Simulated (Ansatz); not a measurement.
Reaction (redistribution): `FB(F)O[SiH3]` + `[NH2][Ge]([NH2])([OH])[F]` → `OB(F)O[SiH3]` + `[NH2][Ge]([NH2])([F])[F]`

Calculated with Ansatz (gas phase, PBE0-D4/def2-TZVP geometries, no zero-point term in ΔE). CCSD(T)/CBS adds triple-zeta CCSD(T) − MP2 to the extrapolated MP2 energy (def2 sets, frozen cores). DFT in def2-TZVPP. For Ge outer-core shells are correlated without core-valence functions, which leaves a few kJ/mol of doubt a bond. Scalar relativity is left out up to krypton. One conformer a species, not always the lowest.

| species | revPBE-D4 energy (Eh) |
| --- | --- |
| `FB(F)O[SiH3]` | -591.25353 |
| `[NH2][Ge]([NH2])([OH])[F]` | -2364.59048 |
| `OB(F)O[SiH3]` | -567.23294 |
| `[NH2][Ge]([NH2])([F])[F]` | -2388.61836 |

(1) Work out ΔE.

(2) What do rigid-rotor, harmonic-oscillator terms from PBE0-D4/def2-TZVP frequencies (298.15 K, 1 bar) make of the CCSD(T)/CBS value? (Best estimate.)

Largest T1 diagnostic among the species: 0.012.

Answers

(1) ΔE = (-567.23294) + (-2388.61836) − (-591.25353) − (-2364.59048) = -0.00729 Eh = -19.1 kJ/mol. CCSD(T)/CBS gives -16.3 kJ/mol.

(2) Ansatz gave: ΔZPE = +2.7 kJ/mol, ΔH = -14.8 kJ/mol, ΔS = -18 J/(mol·K), ΔG = -9.3 kJ/mol. Modes under 50 cm⁻¹ make the entropy rough.

At CCSD(T), def2-SVP lies −7.0 kJ/mol from the extrapolated value and def2-TZVPP +0.2 kJ/mol. Leaving LDA and LC-ωPBE aside and taking each functional with its dispersion term where it has one, the values, not all of them listed here, spread over 3.1 kJ/mol, from B97M-V to PBE-QIDH.
